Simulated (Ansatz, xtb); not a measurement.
# Isomers of C4H5GeNO2 in order of energy

5 gas-phase structures of C4H5GeNO2, from a drawn sample of its isomers (lower ones may exist). Each was relaxed with GFN2-xTB; where two conformers were screened, the lower at r2SCAN-D4/def2-SVP//GFN2-xTB is listed:

A. `O=Cc1nc[c]([GeH3])o1`, a singlet
B. `O=Cc1co[c]([GeH3])n1`, a singlet
C. `O=Cc1n[c]([GeH3])co1`, a singlet
D. `O=Cc1ocn[c]1[GeH3]`, a singlet
E. `O=Cc1nco[c]1[GeH3]`, a singlet

Problem. Make a reasoned guess at their ranking by r2SCAN-D4/def2-SVP//GFN2-xTB single-point energy.

Solution. Calculated order at r2SCAN-D4/def2-SVP//GFN2-xTB: E (0.000), D (0.060), B (0.071), A (0.102), C (0.144) eV. Less than 1 kcal/mol parts D and B; B and A; A and C, so the order within those pairs means little.

Energies above the lowest of each column, in eV; the last columns are at r2SCAN-D4/def2-SVP geometries:

```json
{"structure": "E", "GFN2-xTB": "0.000", "HF/STO-3G": "0.095", "r2SCAN-D4/def2-SVP//GFN2-xTB": "0.000", "r2SCAN-D4/def2-SVP": "0.000", "CCSD(T)/def2-SVP + ΔMP2/def2-TZVPP": "0.000"}
{"structure": "D", "GFN2-xTB": "0.085", "HF/STO-3G": "0.234", "r2SCAN-D4/def2-SVP//GFN2-xTB": "0.060", "r2SCAN-D4/def2-SVP": "0.048", "CCSD(T)/def2-SVP + ΔMP2/def2-TZVPP": "0.074"}
{"structure": "B", "GFN2-xTB": "0.240", "HF/STO-3G": "0.000", "r2SCAN-D4/def2-SVP//GFN2-xTB": "0.071", "r2SCAN-D4/def2-SVP": "0.135", "CCSD(T)/def2-SVP + ΔMP2/def2-TZVPP": "0.105"}
{"structure": "A", "GFN2-xTB": "0.389", "HF/STO-3G": "0.121", "r2SCAN-D4/def2-SVP//GFN2-xTB": "0.102", "r2SCAN-D4/def2-SVP": "0.155", "CCSD(T)/def2-SVP + ΔMP2/def2-TZVPP": "0.151"}
{"structure": "C", "GFN2-xTB": "0.459", "HF/STO-3G": "0.184", "r2SCAN-D4/def2-SVP//GFN2-xTB": "0.144", "r2SCAN-D4/def2-SVP": "0.190", "CCSD(T)/def2-SVP + ΔMP2/def2-TZVPP": "0.178"}
```

CCSD(T)/def2-SVP + ΔMP2/def2-TZVPP puts E lowest; HF/STO-3G picks B. Flexible structures stand in one conformer each, not always the lowest. ΔMP2 is the change of the MP2 energy from the smaller to the larger basis.

Over these structures GFN2-xTB departs from r2SCAN-D4/def2-SVP//GFN2-xTB by 0.117 eV on average once a common shift is removed. A GFN2-xTB relaxation took about 0.095 s and the r2SCAN-D4/def2-SVP//GFN2-xTB energy about 2.8 s on a shared host (Ansatz 0.2.0, xtb 6.7.1).
